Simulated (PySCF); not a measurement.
**From a computed spectrum to the compound**

A species of 7 atoms with charge 0 has these harmonic modes (PBE, small Gaussian bases with core potentials, PySCF 2.14.0):

```json
{"cm⁻¹": "19", "km/mol": "15.1", "symmetry": "a"}
{"cm⁻¹": "64", "km/mol": "3.9", "symmetry": "e"}
{"cm⁻¹": "64", "km/mol": "3.9", "symmetry": "e"}
{"cm⁻¹": "177", "km/mol": "49.7", "symmetry": "a"}
{"cm⁻¹": "209", "km/mol": "0.3", "symmetry": "e"}
{"cm⁻¹": "209", "km/mol": "0.3", "symmetry": "e"}
{"cm⁻¹": "280", "km/mol": "0.9", "symmetry": "a"}
{"cm⁻¹": "302", "km/mol": "57.5", "symmetry": "e"}
{"cm⁻¹": "302", "km/mol": "57.5", "symmetry": "e"}
{"cm⁻¹": "344", "km/mol": "0.4", "symmetry": "a"}
{"cm⁻¹": "401", "km/mol": "27.4", "symmetry": "e"}
{"cm⁻¹": "401", "km/mol": "27.4", "symmetry": "e"}
{"cm⁻¹": "2590", "km/mol": "2.8", "symmetry": "e"}
{"cm⁻¹": "2590", "km/mol": "2.8", "symmetry": "e"}
{"cm⁻¹": "2590", "km/mol": "0.0", "symmetry": "a"}
```

Which species is it, and in which structure?

Sm(SH)3 (singlet in the valence; each metal's 4f electrons, 5 of them, lie in its core potential, out of spins and levels):
```xyz
7

Sm    0.0000    0.0000   -0.1331
S     2.5810    0.4023    0.2013
H     2.8493   -0.9340    0.3025
S    -1.6389    2.0341    0.2013
H    -0.6158    2.9346    0.3025
S    -0.9421   -2.4364    0.2013
H    -2.2335   -2.0006    0.3025
```
Ideal gas at 298.15 K and 1 bar: S = 430.4 J/(mol K), Cp = 121.2 J/(mol K), H − H(0 K) = 26.9 kJ/mol (rigid rotor, harmonic modes, spin degeneracy alone, that of the 4f electrons in the core included; the modes under 60 cm⁻¹ make these uncertain). An lcecp potential fixes the number of 4f electrons, so in runs with it no electron can move into or out of that shell.
 This is one of several that fit.
